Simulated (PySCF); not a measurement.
## Sn²⁺ (tin, charge +2) across methods

[Kr] 4d10 5s2, closed-shell 1S. Calculation: PySCF 2.14, in aug-cc-pVTZ-DK3 (8s7p5d2f, 68 functions); scalar relativity by spin-free X2C-1e.

```tsv
method	E (hartree)	mean ε 4p (eV)	mean ε 4d (eV)	mean ε 5s (eV)	Σ⟨r²⟩ (bohr²)	⟨S²⟩
PBE0	-6175.13	-112.66	-45.992	-26.977	34.45	0.000
r2SCANh	-6175.46	-111.68	-45.048	-26.604	34.42	0.000
wB97X-V	-6175.19	-114.54	-48.453	-29.267	34.48	0.000
r2SCAN	-6175.47	-109.84	-44.050	-26.232	34.41	0.000
BP86	-6176.18	-107.38	-43.379	-26.286	34.37	0.000
wB97M-V	-6175.04	-115.10	-48.489	-29.238	34.55	0.000
PBE	-6175.06	-107.25	-43.262	-26.065	34.45	0.000
LDA	-6169.43	-107.27	-43.450	-26.508	34.38	0.000
UHF	-6172.76565	-127.55	-52.945	-28.780	34.85	0.000
```
